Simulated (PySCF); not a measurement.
C2H11NSi2, SMILES C[SiH2]N(C)[SiH3]. Atoms are numbered in the order given.

```xyz
16

Si    -1.7514     0.7705    -0.5694
N     -0.4338    -0.0027     0.2682
C     -0.5812    -0.1666     1.7091
Si     0.9585    -0.7361    -0.4957
C      2.5653     0.0466     0.0742
H     -3.0249    -0.0169    -0.4768
H     -1.3801     0.9335    -2.0039
H     -2.0286     2.1102     0.0425
H      0.3859    -0.3903     2.1889
H     -1.2735    -0.9868     1.9758
H     -0.9594     0.7558     2.1843
H      1.0104    -2.2019    -0.1772
H      0.7912    -0.5672    -1.9698
H      2.7006    -0.0503     1.1627
H      3.4225    -0.4453    -0.4124
H      2.5888     1.1173    -0.1800
```
Charge 0, spin multiplicity 1.

Geometry: PBE0-D3(BJ)/def2-SVP. The values are those of a single conformer.

Level of theory: PBE/def2-TZVP run with PySCF.

ESP charges are fitted to the potential on shells at 1.4 to 2.0 van der Waals radii. Atomic charges (e):

| atom | IAO | ESP fit |
|---|---|---|
| Si1 | 0.69 | … |
| N2 | -0.74 | … |
| C3 | -0.31 | -0.55 |
| Si4 | 0.86 | 0.50 |
| C5 | -0.74 | … |
| H6 | -0.14 | -0.04 |
| H7 | -0.11 | -0.03 |
| H8 | -0.13 | -0.04 |
| H9 | 0.14 | … |
| H10 | 0.14 | … |
| H11 | 0.14 | … |
| H12 | -0.15 | -0.13 |
| H13 | -0.12 | -0.11 |
| H14 | 0.16 | 0.16 |
| H15 | 0.16 | 0.17 |
| H16 | 0.16 | 0.16 |

Q: What belongs in the gaps? (The exact figures need the calculation; the answer reports its results.)

A: 
- Si1, ESP fit: 0.10
- N2, ESP fit: -0.07
- C5, ESP fit: -0.63
- H9, ESP fit: 0.18
- H10, ESP fit: 0.16
- H11, ESP fit: 0.18

Computed Mayer and Wiberg (Löwdin basis) orders of the bonds:
```tsv
bond	Mayer	Wiberg
Si1–N2	1.15	1.34
N2–C3	0.96	1.34
N2–Si4	1.11	1.29
Si4–C5	1.01	1.24
Si1–H6	0.93	0.95
Si1–H7	0.95	0.94
Si1–H8	0.93	0.95
C3–H9	0.96	0.90
C3–H10	0.96	0.92
C3–H11	0.96	0.91
Si4–H12	0.93	0.91
Si4–H13	0.95	0.90
C5–H14	0.95	0.90
C5–H15	0.94	0.90
C5–H16	0.95	0.90
```
